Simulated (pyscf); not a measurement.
# Four-centre exchange: Cl–GeH₃ (SMILES [Cl][GeH3]) + GeH₂ (SMILES [GeH2]) [singlet] -> GeH₄ (SMILES [GeH4]) + Cl–GeH: (SMILES [Cl][GeH]) [singlet]

Gas phase, singlet surface, charge 0. Bonds broken: Ge1–Cl2, Ge6–H7. Bonds formed: Ge1–H7, Cl2–Ge6. Optimised with ωB97X-D3(BJ)/def2-SVP in PySCF. MP2 and CC: frozen core, UHF for open shells. ΔMP2 is the change of the MP2 total energy from the triple- to the quadruple-zeta basis.

Transition state (Å):

```xyz
8

Ge    -1.2444    -0.7036    -0.1542
Cl    -0.6497     0.9830     1.4523
H     -0.2141    -1.7261     0.3231
H     -1.5116    -0.8310    -1.6628
H     -2.6076    -0.8200     0.5461
Ge     0.0607     1.9375    -0.6866
H      0.4113     0.3777    -0.9880
H     -1.4516     1.7141    -1.1566
```

One imaginary mode, 228i cm⁻¹; descent along it reached the two sides named, in the forms told below.

```tsv
bond	change	reactant side (Å)	saddle	product side
Ge1–Cl2	breaks	2.204	2.404	3.4
Ge6–H7	breaks	1.601	1.627	2.043
Ge1–H7	forms	3.0	2.146	1.576
Cl2–Ge6	forms	2.7	2.448	2.225
```

Electronic energies relative to the separated reactants (kcal/mol):

```
level                             barrier  reaction energy  reverse barrier
--------------------------------  -------  ---------------  ---------------
ωB97X-D3(BJ)/def2-TZVP               -2.5            -13.8             11.2
PBE/def2-TZVP                        -4.6            -16.0             11.4
r²SCAN/def2-TZVP                     -3.9            -15.2             11.3
B3LYP-D3(BJ)/def2-TZVP               -0.2            -14.9             14.7
PBE0-D3(BJ)/def2-TZVP                -3.6            -14.3             10.7
M06-2X/def2-TZVP                      0.5            -12.2             12.7
ωB97M-D3(BJ)/def2-TZVP                1.9            -13.7             15.6
HF/def2-TZVP                         19.3            -10.8             30.0
MP2/def2-QZVPP                        0.0            -14.0             14.0
CCSD/def2-TZVPP                       5.9            -12.3             18.2
CCSD(T)/def2-TZVPP                    2.7            -12.9             15.6
CCSD(T)/def2-TZVPP + ΔMP2(QZVPP)      1.9            -13.6             15.5
```

With CCSD(T)/def2-TZVPP + ΔMP2(QZVPP) energies and thermal terms (ideal gas, 1 atm, RRHO with modes under 100 cm⁻¹ raised to 100, one conformer, R ln 2 for chiral ones without a mode under 150 cm⁻¹), in kcal/mol:

```
T (K)  ΔH‡   ΔG‡     ΔH     ΔG
-----  ---  ----  -----  -----
298    3.3  13.9  -13.0  -12.8
600    3.4  24.7  -13.1  -12.6
900    3.8  35.3  -13.2  -12.3
1200   4.4  45.7  -13.3  -11.9
```

On the reactant side the descent ends in an adduct with a Cl–Ge contact, 13.6 kcal/mol under the separated species and 11.0 kcal/mol under the saddle at ωB97X-D3(BJ)/def2-TZVP. On the product side the descent ends in a bound adduct, 8.2 kcal/mol under the separated species and 19.4 kcal/mol under the saddle at ωB97X-D3(BJ)/def2-TZVP. At ωB97X-D3(BJ)/def2-TZVP, PBE, r²SCAN, B3LYP-D3(BJ), PBE0-D3(BJ) the saddle lies under the separated reactants, which points to a path from their complex (located at ωB97X-D3(BJ) alone). What is counted as formed (Cl–Ge) is already present as a longer contact in the reactant adduct; forming that adduct is a step of its own. This is the saddle that the search found; another between the same sides may lie lower. The CCSD(T) − MP2 part came from Ansatz, without density fitting, on the same reference. The frozen core leaves the outer d or s,p core shells of the metals and heavy elements correlated in the MP2 and CC values, and def2-TZVPP describes them poorly, which can shift differences by a few kcal/mol. Elements up to Kr have no core potential and no relativistic terms here.
